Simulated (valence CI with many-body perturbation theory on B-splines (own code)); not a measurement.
## Xe VI: electric-dipole lines

Computed by relativistic CI+MBPT: three valence electrons over a frozen Dirac-Fock core [Kr] 4d10, radial functions for each j: 11 s, 11 p, 9 d, 7 f, 5 g, 2 h, 1 i, with the one-electron correlation potential Σ1 (screened to all orders), the two-electron term Σ2, the three-electron term Σ3, Breit, model QED; selected single and double excitations, second order for the rest, scaled by the run's own slope (own B-spline code, finite nucleus).

Against 16 measured levels this calculation errs by 304 cm⁻¹ on average and by 782 at most. These come from a selection out of Saloman, J. Phys. Chem. Ref. Data 33, 765 (2004). Levels without a partner in it may be off by more, other configurations by several thousand cm⁻¹.

Lines 1 to 50 of 234 in falling wavelength, among levels below 329960 cm⁻¹, chosen from the strongest by gf and those to the six lowest levels. Wavelengths and rates use the calculated energies, so an error of 300 cm⁻¹ moves a line at 243.2 nm by 0.73 % and its rate by three times that or more. Electric multipoles are in the length gauge, E1 and E2 with the static RPA response of the core. Weak lines are less certain than strong ones. Lines between different terms over intervals too small for the method are left out, as are lines whose strength nearly cancels. The highest levels of a list are the least certain.

Names give the largest LS component (configuration and term), which can be under half, so a name can repeat, a term be missing and a line seem to break the LS rules; names also repeat where a configuration has a term twice. Letters in brackets count levels of one name in rising energy.

| λ vac (nm) | λ from measured levels | Upper | Lower | A (s⁻¹) | log gf | Branch % |
| --- | --- | --- | --- | --- | --- | --- |
| 1121 |  | 4f5s5p ⁴F_9/2 | 5s5p5d ⁴F°_7/2 | 7.07e+05 | -0.88 | 3.0 |
| 924.2 |  | 4f5s5p ⁴F_7/2 | 5s5p5d ⁴F°_5/2 | 1.19e+06 | -0.92 | 14.3 |
| 821.0 |  | 4f5s5p ⁴G_11/2 | 5s5p5d ⁴F°_9/2 | 2.54e+06 | -0.51 | 100.0 |
| 795.0 |  | 4f5s5p ⁴G_5/2 | 5s5p5d ⁴F°_3/2 | 2.11e+06 | -0.92 | 7.7 |
| 521.7 |  | 4f5s5p ⁴G_9/2 | 5s5p5d ⁴F°_7/2 | 2.35e+06 | -1.02 | 69.0 |
| 293.4 |  | 4f5s5p ²D_5/2 [a] | 5p³ ²P°_3/2 | 1.21e+07 | -1.03 | 2.1 |
| 279.8 |  | 4f5s5p ²F_7/2 [a] | 5p³ ²D°_5/2 | 1.18e+07 | -0.96 | 10.8 |
| 243.2 | 241.5 | 5s²6p ²P°_1/2 | 5s²6s ²S_1/2 | 3.61e+08 | -0.19 | 9.1 |
| 235.2 |  | 4f5s5p ²F_7/2 [b] | 5p³ ²D°_5/2 | 1.35e+07 | -1.05 | 26.6 |
| 234.9 |  | 5p³ ²P°_3/2 | 5s²6s ²S_1/2 | 6.68e+07 | -0.66 | 2.2 |
| 217.0 |  | 4f5s5p ²D_3/2 [a] | 5p³ ²P°_1/2 | 2.67e+07 | -1.12 | 7.0 |
| 215.3 | 213.5 | 5s²6p ²P°_3/2 | 5s²6s ²S_1/2 | 4.64e+08 | 0.11 | 9.9 |
| 204.4 |  | 4f5s5p ²F_5/2 [a] | 5p³ ⁴S°_3/2 [a] | 2.01e+07 | -1.12 | 33.2 |
| 187.5 |  | 4f5s5p ²D_3/2 [b] | 5s²6p ²P°_3/2 | 6.48e+07 | -0.86 | 1.0 |
| 185.9 |  | 4f5s5p ²D_5/2 [b] | 5s²6p ²P°_3/2 | 4.17e+08 | 0.11 | 6.5 |
| 177.6 | 178.3 | 4f5s² ²F°_7/2 | 5s5p² ²D_5/2 | 4.52e+07 | -0.77 | 76.8 |
| 173.5 |  | 4f5s5p ²D_5/2 [b] | 5p³ ²P°_3/2 | 4.28e+07 | -0.94 | 0.7 |
| 170.4 |  | 4f5s5p ²D_3/2 [b] | 5s²6p ²P°_1/2 | 4.22e+08 | -0.13 | 6.5 |
| 166.7 |  | 4f5s5p ²D_5/2 [a] | 5p³ ²D°_5/2 | 2.58e+07 | -1.19 | 4.6 |
| 165.8 | 166.3 | 4f5s² ²F°_5/2 | 5s5p² ²D_3/2 | 5.45e+07 | -0.87 | 90.0 |
| 130.9 |  | 4f5s5p ²F_7/2 [c] | 5p³ ²D°_5/2 | 4.36e+07 | -1.05 | 0.7 |
| 130.3 | 129.9 | 5s5p² ⁴P_1/2 | 5s²5p ²P°_3/2 | 7.37e+06 | -2.43 | 12.1 |
| 128.0 | 128.6 | 4f5s² ²F°_5/2 | 5s5p² ⁴P_5/2 | 9.42e+05 | -2.86 | 1.6 |
| 127.5 | 128.0 | 4f5s² ²F°_7/2 | 5s5p² ⁴P_5/2 | 1.36e+07 | -1.58 | 23.1 |
| 122.9 |  | 5p³ ²D°_5/2 | 5s5p² ²P_3/2 | 2.13e+08 | -0.54 | 15.3 |
| 119.1 |  | 5p³ ²P°_3/2 | 5s²5d ²D_5/2 | 2.16e+08 | -0.74 | 7.2 |
| 118.3 | 118.0 | 5s5p² ⁴P_3/2 | 5s²5p ²P°_3/2 | 8.30e+06 | -2.16 | 88.2 |
| 118.2 | 118.1 | 5s²6p ²P°_1/2 | 5s²5d ²D_3/2 | 1.40e+09 | -0.23 | 35.1 |
| 117.7 | 118.2 | 4f5s² ²F°_5/2 | 5s5p² ⁴P_3/2 | 1.33e+06 | -2.78 | 2.2 |
| 113.8 | 113.6 | 5s²6p ²P°_3/2 | 5s²5d ²D_5/2 | 1.21e+09 | -0.03 | 25.6 |
| 111.2 | 111.0 | 5s²6p ²P°_3/2 | 5s²5d ²D_3/2 | 1.10e+08 | -1.09 | 2.3 |
| 110.5 |  | 5p³ ⁴S°_3/2 [a] | 5s5p² ²P_1/2 | 2.26e+08 | -0.78 | 4.8 |
| 109.6 |  | 4f5s5p ²F_7/2 [a] | 4f5s² ²F°_7/2 | 5.73e+07 | -1.08 | 52.4 |
| 109.5 | 109.2 | 5s5p² ⁴P_5/2 | 5s²5p ²P°_3/2 | 5.16e+07 | -1.26 | 100.0 |
| 108.3 | 108.0 | 5s5p² ⁴P_1/2 | 5s²5p ²P°_1/2 | 5.35e+07 | -1.73 | 87.9 |
| 102.0 |  | 5p³ ⁴S°_3/2 [b] | 5s5p² ²P_1/2 | 1.30e+08 | -1.09 | 2.0 |
| 99.89 | 99.62 | 5s5p² ⁴P_3/2 | 5s²5p ²P°_1/2 | 1.11e+06 | -3.18 | 11.8 |
| 97.67 |  | 5p³ ²P°_1/2 | 5s5p² ²S_1/2 | 7.88e+08 | -0.65 | 22.2 |
| 96.59 |  | 5p³ ⁴S°_3/2 [a] | 5s5p² ²D_5/2 | 1.31e+08 | -1.13 | 2.8 |
| 93.24 |  | 5p³ ²P°_3/2 | 5s5p² ²P_3/2 | 5.33e+08 | -0.56 | 17.7 |
| 92.71 |  | 5p³ ⁴S°_3/2 [a] | 5s5p² ²D_3/2 | 3.07e+08 | -0.80 | 6.6 |
| 91.59 | 91.52 | 5s5p² ²D_3/2 | 5s²5p ²P°_3/2 | 8.73e+06 | -2.36 | 0.7 |
| 91.41 |  | 5s5p5d ²D°_5/2 [a] | 5s²5d ²D_5/2 | 9.34e+07 | -1.15 | 0.9 |
| 91.40 |  | 4f5s5p ²G_7/2 [a] | 4f5s² ²F°_7/2 | 1.53e+08 | -0.82 | 56.2 |
| 91.12 |  | 4f5s5p ²G_7/2 [a] | 4f5s² ²F°_5/2 | 1.13e+08 | -0.95 | 41.4 |
| 90.01 |  | 5p³ ⁴S°_3/2 [b] | 5s5p² ²D_5/2 | 3.55e+08 | -0.76 | 5.5 |
| 90.00 | 89.93 | 5s²6p ²P°_3/2 | 5s5p² ²P_3/2 | 2.63e+08 | -0.89 | 5.6 |
| 89.44 |  | 5p³ ²D°_5/2 | 5s5p² ²D_5/2 | 8.56e+08 | -0.21 | 61.6 |
| 88.10 | 88.00 | 5s5p² ²D_5/2 | 5s²5p ²P°_3/2 | 5.17e+08 | -0.44 | 100.0 |
| 86.63 |  | 5p³ ⁴S°_3/2 [b] | 5s5p² ²D_3/2 | 2.18e+08 | -1.01 | 3.4 |
